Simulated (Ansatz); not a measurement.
Compare A (`CBCN`) with its isomer B (`BCCN`).

Gas-phase electronic energies from Ansatz, PBE0-D4/def2-TZVP geometries. CCSD(T)/CBS is the MP2 limit (def2-TZVPP, def2-QZVPP) plus CCSD(T) − MP2 in def2-TZVPP, frozen cores. DFT in def2-TZVPP. B3LYP here is the variant with VWN-RPA as its local correlation; programs differ in this. Each species was taken in one conformer, which may not be the lowest.

(1) Which isomer does CCSD(T)/CBS put lower? Give the gap. (An estimate is asked.)

(2) Give E(B) − E(A) in kcal/mol with PBE-D4, CCSD/def2-TZVPP, CCSD(T)/def2-TZVPP, MP2/def2-TZVPP, HF/def2-TZVPP, PBE0-D4, B3LYP. (An estimate is asked.)

(3) Does the order hold for the free energy at 298.15 K (harmonic terms from PBE0-D4)? (Estimate.)

Largest T1 diagnostic: 0.009.

Results:

(1) Computed: A, by 11.0 kcal/mol.

(2) Computed: PBE-D4 12.5, CCSD/def2-TZVPP 10.6, CCSD(T)/def2-TZVPP 10.7, MP2/def2-TZVPP 10.8, HF/def2-TZVPP 9.9, PBE0-D4 12.1, B3LYP 12.0. None reverses the order clearly.

(3) Computed: Yes: G(B) − G(A) = +11.2 kcal/mol, for one conformer each.

At CCSD(T), def2-SVP lies −1.7 kcal/mol from the extrapolated value and def2-TZVPP −0.3 kcal/mol. In def2-TZVPP, CCSD(T) changes the Hartree–Fock value by +0.7 kcal/mol (the triples alone add +0.0 kcal/mol) and MP2 by +0.9 kcal/mol.
